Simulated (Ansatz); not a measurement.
Basis sets compared for Al(AsH3)H3 (AlAsH6). Total charge 0; singlet. Geometry r2SCAN-D4/def2-TZVP. Ansatz on 4 threads of Intel Xeon on a shared host; times are rough, and most runs start from earlier orbitals.

```
atom   x (Å)   y (Å)   z (Å)
 Al1  -0.423   1.452  -0.167
 As2   0.305  -1.043   0.121
  H3  -0.738  -2.125   0.231
  H4   1.130  -1.461   1.311
  H5   1.151  -1.709  -0.933
  H6  -1.288   1.549   1.171
  H7  -1.182   1.262  -1.557
  H8   1.046   2.075  -0.176
```

Binding counts from free atoms (Al doublet, As quartet, H doublet) in the same basis, without a counterpoise term.

```csv
level,functions,energy (Eh),HOMO (eV),LUMO (eV),binding per atom (eV),wall time
PBE-D4/def2-SVP,80,-2481.0264,-6.58,-0.98,2.37,0.96 s
PBE0-D4/def2-SVP,80,-2481.1265,-7.83,-0.14,2.37,1.4 s
```

(1) Estimate the rows for PBE-D4/def2-TZVP (with forces), PBE0-D4/def2-TZVP.

Answers

(1) 
```
                         level  functions  energy (Eh)  HOMO (eV)  LUMO (eV)  binding per atom (eV)  wall time
PBE-D4/def2-TZVP (with forces)        121   -2481.3932      -6.64      -1.13                   2.37      1.7 s
             PBE0-D4/def2-TZVP        121   -2481.4901      -7.88      -0.31                   2.37      2.6 s
```
